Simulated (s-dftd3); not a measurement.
HNP (SMILES [NH+]#P), charge +1, singlet, geometry from GFN2-xTB; s-dftd3 with D3(zero) for b3lyp.

The s-dftd3 input:
```
$ s-dftd3 mol.xyz --zero b3lyp --json dftd3.json --noedisp --grad

# file mol.xyz
3

N     -0.00000000    -0.00000000    -0.90424315
P      0.00000000     0.00000000     0.54908681
H     -0.00000000    -0.00000000    -1.90660012
```

What the program printed (banner, timings and long lists left out):

```
-----------------------------------
 s i m p l e   D F T - D 3  v1.4.0
-----------------------------------

Zero (Chai-Head-Gordon) damping: b3lyp-D3(0)
--------------------
  s6         1.0000
  s8         1.7030
  s9         0.0000
 rs6         1.2610
 rs8         1.0000
 alp        14.0000
--------------------

Dispersion energy:      -8.4301293464874E-05 Eh

Gradient norm:           1.9922114965717E-04 Eh/a0
--------------------------------------------------
     #    Z           dE/dx      dE/dy      dE/dz
--------------------------------------------------
     1    7 N     0.000E+00  0.000E+00  2.602E-06
     2   15 P     0.000E+00  0.000E+00 -1.422E-04
     3    1 H     0.000E+00  0.000E+00  1.396E-04
--------------------------------------------------

Virial:
--------------------------------------------------
      component           x          y          z
--------------------------------------------------
          x       0.000E+00  0.000E+00  0.000E+00
          y       0.000E+00  0.000E+00  0.000E+00
          z       0.000E+00  0.000E+00 -6.547E-04
--------------------------------------------------

[Info] JSON dump of results written to 'dftd3.json'
```
